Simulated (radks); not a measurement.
Values are calculated unless marked as measured or tabulated.
Spherical jellium clusters: N electrons in a uniform positive sphere of charge N and radius rs N^(1/3), rs = 3.37 bohr. Level of theory: non-relativistic Kohn-Sham, PBEsol, spin-polarised, spherical densities (a radial shooting solver with Libxc functionals). Levels are named by radial order and angular momentum (1s, 1p, 1d, 2s, ...), and open shells are averaged over m.

N = 30, configuration 1s2 1p6 1d10 2s2 1f(up 7, down 3). This is the lowest configuration that the search found. Occupied levels:

level,occupation,eigenvalue (eV),<r> (bohr)
1s up,1,-6.5831,6.138
1s down,1,-6.4832,5.865
1p up,3,-5.6500,7.439
1p down,3,-5.4628,7.270
1d up,5,-4.5251,8.289
1d down,5,-4.2856,8.200
2s up,1,-4.1171,6.761
2s down,1,-3.9796,6.892
1f up,7,-3.2237,8.983
1f down,3,-2.9564,8.953

Energy (eV): total -52.9630, kinetic 72.810, external -2765.8, Hartree 1364.6, exchange-correlation -127.80, background 1403.3.

Electron density:

r (bohr),n(r) (e/bohr^3)
0.758,0.008023
1.60,0.007282
2.45,0.006344
3.29,0.005602
4.13,0.005362
4.98,0.005689
5.82,0.006373
6.67,0.006998
7.51,0.007089
8.35,0.006340
9.20,0.004835
10.0,0.003072
10.9,0.001619
11.7,0.0007491
12.6,0.0003173
13.4,0.0001272
14.3,0.00005057
15.1,0.00001969
15.9,7.691e-06
16.8,2.988e-06
